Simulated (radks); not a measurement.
The numbers below are computed, except where a source is named.
Initial-state core-level shifts of the iridium ion Ir+ when its valence configuration changes from [Xe] 4f14 5d7 6s1. Level of theory: scalar-relativistic Kohn-Sham, PBE, spin-polarised, spherical densities, finite nucleus; open shells are filled with parallel spins first (spin-orbit coupling, left out, can overturn this in heavy ions); Fermi nuclear charge, rms radius 5.4032 fm (a radial shooting solver on a logarithmic mesh with Libxc functionals). Shifts are changes of the shell-averaged eigenvalues in eV (positive: less bound); the change of the density at the nucleus, which sets a Mossbauer isomer shift, is in e/bohr^3, on a base of 1.948e+06.

valence,1s,2s,4d,5p,density at nucleus
4f14 5d7 6s0.5 6p0.5,-0.834,-0.818,-0.825,-0.830,-68.5
4f14 5d6 6s2,-3.212,-3.346,-3.287,-2.901,+155.6
4f14 5d7 6p1,-1.649,-1.617,-1.632,-1.641,-139.1
4f14 5d5 6s2 6p1,-8.151,-8.428,-8.287,-7.359,+201.0
4f14 5d5.5 6s2 6p0.5,-5.675,-5.877,-5.780,-5.142,+177.9
4f14 5d6.5 6s1 6p0.5,-2.321,-2.379,-2.358,-2.161,+13.4
4f13 5d7 6s2,-14.890,-16.066,-14.918,-6.210,+282.2
4f12 5d7 6s1 6p2,-33.739,-36.169,-33.560,-15.582,+302.7
4f12 5d7 6s0.5 6p2.5,-34.520,-36.937,-34.334,-16.343,+213.7
